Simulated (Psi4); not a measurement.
C$_{2}$H$_{3}$O$_{2}$, doublet, geometry from GFN2-xTB. Base run: B3LYP/def2-SV(P) (Psi4 1.11).

Psi4 was given this input:
```
memory 2 GB

molecule mol {
0 2
C    -0.241744    0.214389    0.004552
O     0.230380    1.315484    0.012491
O    -1.279745   -0.382174    0.007296
C     1.023874   -0.905434   -0.019249
H     1.949220   -0.345411   -0.021383
H     0.884572   -1.497373    0.876178
H     0.868348   -1.477429   -0.924909
}

set {
  basis def2-sv(p)
  reference uks
}

energy('b3lyp')
print_variables()
```

Variants of this job, named by their change:

```
change                          ΔE vs base (µEh)  SCF cycles  grid points  basis functions
------------------------------  ----------------  ----------  -----------  ---------------
base                                         0.0          12       150506               62
df_basis_scf = cc-pvtz-jkfit               -60.1          12       150506               62
level_shift = 1.0                            0.0          12       150506               62
scf_type = out_of_core                       4.8          12       150506               62
scf_type = disk_df                           0.0          12       150506               62
basis_guess = sto-3g                         0.0          11       150506               62
dft_nuclear_scheme = stratmann               2.5          12       139010               62
guess = sapgau                               0.0          10       150506               62
dft_pruning_scheme = robust                  0.0          12       103402               62
d_convergence = 1e-10                        0.0          19       150506               62
dft_nuclear_scheme = becke                  -2.0          12       149795               62
dft_radial_points = 35                     -17.9          12        71539               62
dft_radial_scheme = multiexp                 0.5          12       157474               62
```

Open shells are given as the SCF converged; they aren't shown to be the lowest states, and a large step between rows can be another state.
